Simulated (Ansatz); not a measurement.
F3GaH3N (`[NH3+][Ga-]([F])([F])[F]`) at its PBE0-D4/def2-TZVP geometry, where that method's forces vanish. Total charge 0; spin multiplicity 1.

```xyz
8

N    -0.3832    0.0427    0.9344
Ga    0.3940   -0.0439   -0.9608
F    -0.0179    1.5622   -1.5404
F     2.0842   -0.3467   -0.5910
F    -0.5297   -1.3868   -1.6155
H     0.3511   -0.1014    1.6205
H    -0.8087    0.9500    1.0969
H    -1.0897   -0.6761    1.0560
```

Q: What forces (eV/Å) does r2SCAN-D4/def2-TZVPP give on these atoms in Ansatz? (Best estimate.)

A: Ansatz gave: 
```
N1   0.023 -0.003 -0.056
Ga2 -0.003  0.000  0.008
F3  -0.003  0.006  0.001
F4   0.005 -0.001  0.004
F5  -0.005 -0.005  0.001
H6  -0.014  0.002  0.011
H7  -0.003 -0.007  0.016
H8  -0.001  0.007  0.016
```
